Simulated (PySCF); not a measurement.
Radial density of Er (erbium, neutral)

r2SCAN, [Xe] 4f12 6s2, one real determinant. Calculation: PySCF 2.14, in x2c-TZVPPall (11s7p7d4f2g, 113 functions); the spin-free X2C one-electron Hamiltonian (Gaussian nucleus).

```
r (bohr)  4πr²ρ (e/bohr)  4πr²(ρα − ρβ)
  0.0246           80.72         0.0020
  0.0414           99.68         0.0038
  0.0696           120.2         0.0024
   0.117           92.20         0.0481
   0.197           105.3         0.4762
   0.331           49.73         1.9171
   0.557           55.14         2.7336
   0.937           18.65         1.3872
    1.58           7.379         0.2598
    2.65           1.231         0.0063
    4.46          0.4755        -0.0154
    7.50         0.06230        -0.0092
    12.6       0.0004155        -0.0002
```

Densities and radii are taken from the X2C orbitals without a picture-change correction, which distorts them close to the nucleus.

⟨L²⟩ = 25.10 against 30 for a pure H term, so this real determinant mixes terms. Spin-orbit coupling, absent here, splits the open shell strongly. ⟨S²⟩ = 2.07 against 2.00 shows spin contamination.

(1) Where is the radial spin density 4πr²(ρα − ρβ) most negative, and why is it negative at all?

## Answers

(1) Around r = 4.46 bohr, down to -0.0154 e/bohr: exchange with the open shell polarises the paired shells in an unrestricted calculation.
